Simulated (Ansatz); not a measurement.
Geometry optimisation, RKS B3LYP/def2-SVP (Ansatz).

The input (input.yaml):

```yaml
crystal:
  periodic: [false, false, false]
  atoms:
    - { symbol: B, position_ang: [-1.6066, 1.5199, -0.4119] }
    - { symbol: Si, position_ang: [-1.2118, 0.3219, 0.9972] }
    - { symbol: Al, position_ang: [0.9987, -0.361, 0.7199] }
    - { symbol: C, position_ang: [1.6659, -1.2464, -0.9569] }
    - { symbol: H, position_ang: [-1.5677, 1.2159, -1.5686] }
    - { symbol: H, position_ang: [-1.9955, 2.6808, -0.1637] }
    - { symbol: H, position_ang: [-1.3484, 0.9861, 2.3057] }
    - { symbol: H, position_ang: [-2.0533, -0.8305, 0.9123] }
    - { symbol: H, position_ang: [2.0993, -0.0839, 1.9374] }
    - { symbol: H, position_ang: [1.9837, -2.2685, -0.6997] }
    - { symbol: H, position_ang: [0.7081, -1.3409, -1.6109] }
    - { symbol: H, position_ang: [2.4045, -0.6487, -1.4269] }
basis:
  gaussian: { orbitals: def2-SVP }
hamiltonian:
  xc: b3lyp
relax:
  f_tol: 0.015
  max_steps: 40
```

Launched with:

```bash
$ ansatz run input.yaml --threads 2 --pin off --max-ram 3072MiB --backend cpu --events-out ev --progress --plain --runs-dir out
```

**Question.** Where does it end, and by what steps?

**Answer.** The run converged. The force dipped under the threshold on the way, but the program's further checks kept it going. After 34 steps the energy has fallen by 0.572 eV; H9 moved furthest, 0.76 Å.

| step | energy less start (eV) | largest force component (eV/Å) | accepted |
| --- | --- | --- | --- |
| 0 | 0.0000 | 3.433 | yes |
| 2 | -0.5259 | 0.380 | yes |
| 4 | -0.5552 | 0.103 | yes |
| 6 | -0.5615 | 0.043 | yes |
| 8 | -0.5303 | 0.363 | no |
| 10 | -0.5655 | 0.193 | no |
| 12 | -0.5678 | 0.010 | yes |
| 14 | -0.5682 | 0.020 | yes |
| 16 | -0.5689 | 0.054 | yes |
| 18 | -0.5693 | 0.093 | yes |
| 20 | -0.5699 | 0.058 | yes |
| 22 | -0.5705 | 0.021 | yes |
| 24 | -0.5698 | 0.089 | no |
| 26 | -0.5710 | 0.064 | no |
| 28 | -0.5714 | 0.034 | yes |
| 30 | -0.5716 | 0.016 | yes |
| 32 | -0.5717 | 0.018 | yes |
| 34 | -0.5717 | 0.012 | yes |

```xyz
12
Properties=species:S:1:pos:R:3
B -1.679 1.792 -0.279
Si -1.389 0.243 0.919
Al 1.036 -0.217 0.559
C 1.670 -1.438 -0.841
H -1.938 1.632 -1.447
H -1.464 2.918 0.102
H -1.588 0.519 2.376
H -2.145 -0.995 0.546
H 2.096 0.525 1.486
H 2.370 -2.184 -0.424
H 0.865 -1.978 -1.364
H 2.242 -0.872 -1.599
```

Whether the end is a true minimum wasn't checked by a vibrational analysis.

Run time: 89 s on 2 threads of Arm Neoverse V1, on a shared host, peak memory 0.21 GiB.
